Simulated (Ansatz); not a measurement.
Reaction (cleavage of the Si–B bond): `C[SiH2]B(F)F` + `[OH][GeH3]` → `C[SiH2][O][GeH3]` + `FBF`

Program: Ansatz. Geometries: PBE0-D4/def2-TZVP. ΔE: electronic, gas phase. CCSD(T)/CBS adds triple-zeta CCSD(T) − MP2 to the extrapolated MP2 energy (def2 sets, frozen cores). This one scheme is used for every species. DFT in def2-TZVPP. B3LYP here is the variant with VWN-RPA as its local correlation; programs differ in this. For Ge outer-core shells are correlated without core-valence functions, which leaves a few kJ/mol of doubt a bond. Scalar relativity is left out up to krypton. One conformer a species, not always the lowest.

`C[SiH2]B(F)F`:

Cartesian coordinates in Å:
```
C -0.732 0.667 1.129
Si 0.257 0.516 -0.453
B 0.643 -1.426 -0.927
F 0.227 -2.432 -0.177
F 1.326 -1.758 -2.007
H -0.192 0.221 1.967
H -1.691 0.152 1.036
H -0.929 1.714 1.368
H -0.473 1.126 -1.600
H 1.564 1.221 -0.334
```

`[OH][GeH3]`:

```xyz
6

O    -0.947    0.421   -0.899
Ge    0.398   -0.137    0.130
H    -1.753    0.575   -0.402
H     1.566   -0.320   -0.843
H     0.021   -1.465    0.814
H     0.716    0.925    1.200
```

`C[SiH2][O][GeH3]`:

Cartesian coordinates in Å:
```
C -1.979 -1.022 -0.298
Si -0.376 -0.198 -0.746
O 0.409 0.218 0.630
Ge 1.957 1.014 0.969
H -1.801 -1.921 0.295
H -2.525 -1.310 -1.201
H -2.613 -0.348 0.283
H -0.630 1.018 -1.574
H 0.473 -1.119 -1.558
H 2.063 1.077 2.497
H 1.932 2.421 0.347
H 3.088 0.169 0.358
```

`FBF`:

```xyz
4

F     1.103   -0.666    0.109
B    -0.018    0.014    0.033
F    -0.532    0.227   -1.156
H    -0.553    0.425    1.015
```

CCSD(T)/CBS gives -32.6 kcal/mol.

Problem. Another level gave -28.8 kcal/mol. Which?
A. ωB97X-V/def2-TZVPP
B. PBE0-D4/def2-TZVPP
C. SCS-MP2/def2-TZVPP
D. B3LYP-D4/def2-TZVPP

Solution. B. PBE0-D4 -28.8, SCS-MP2/def2-TZVPP -35.0, B3LYP-D4 -32.1, ωB97X-V -31.1 kcal/mol.

Largest T1 diagnostic among the species: 0.013.

In def2-TZVPP, CCSD(T) changes the Hartree–Fock value by +5.1 kcal/mol (the triples alone add +0.6 kcal/mol) and MP2 by +3.1 kcal/mol. The D4 term adds −0.8 kcal/mol with B3LYP and −0.5 kcal/mol with PBE0; it sums over pairs of atoms, weighted by their polarisabilities, and B3LYP, whose exchange is more repulsive, gets the larger term.
